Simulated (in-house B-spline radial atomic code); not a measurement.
# PBE0 excitations of Pb III (Pb2+)

Method: PBE0. Computed with an all-electron radial atomic-structure program (B-spline basis): linear response of the closed shell [Xe] 4f14 5d10 6s2 with the functional's adiabatic kernel; scalar-relativistic (spin-free one-electron X2C), finite nucleus, no spin-orbit coupling, no double excitations, S, P, D and F terms only; shells from n = 4 respond. Only terms of natural parity with L up to 3 were computed.

Spin-orbit coupling is strong here, so these LS terms don't match observed levels.

Command:
```bash
python run_td.py task.json out
```
Settings (radii: box in bohr, nucleus in fm):
```
Z                        82
electrons                80
configuration            [Xe] 4f14 5d10 6s2
hamiltonian              x2c
method                   pbe0
box_radius               29.48
rms_radius               5.5012
intervals                72
```

Time taken, with all properties: 2.8 s on 1 thread of Intel(R) Xeon(R) 6975P-C (Granite Rapids) (shared host).

The lowest states, in the order of their Tamm-Dancoff energies; the method's threshold (minus the highest occupied level) is 28.324 eV. Labels give the largest channel, * marks a mixed state, and oscillator strengths are full-response dipole values. Semilocal kernels can invert the small singlet-triplet splittings of Rydberg terms. Energies in eV:

```
     state  full response  Tamm-Dancoff  oscillator strength
6s → 6p 3P          8.874         8.992                    -
6s → 6p 1P              ?             ?                    ?
6s → 7s 3S         18.008        18.013                    -
6s → 7s 1S         18.507        18.534                    -
6s → 6d 3D         19.034        19.042                    -
6s → 6d 1D              ?             ?                    -
```

**Question.** Where does 6s → 6p 1P lie?

**Answer.** At 11.401 eV in full response, 11.740 eV in Tamm-Dancoff, oscillator strength 1.52.

**Question.** Where does 6s → 6d 1D lie?

**Answer.** At 19.340 eV in full response, 19.347 eV in Tamm-Dancoff.

**Question.** How large is the singlet-triplet splitting of 6s → 6p (P terms) in Tamm-Dancoff?

**Answer.** 2.75 eV, from the unrounded values.

**Question.** What polarisabilities and dispersion coefficient does the method give?

**Answer.** Dipole 13.77 bohr³, quadrupole 46.39 bohr⁵, C6 95.76 hartree·bohr⁶ for two such species.
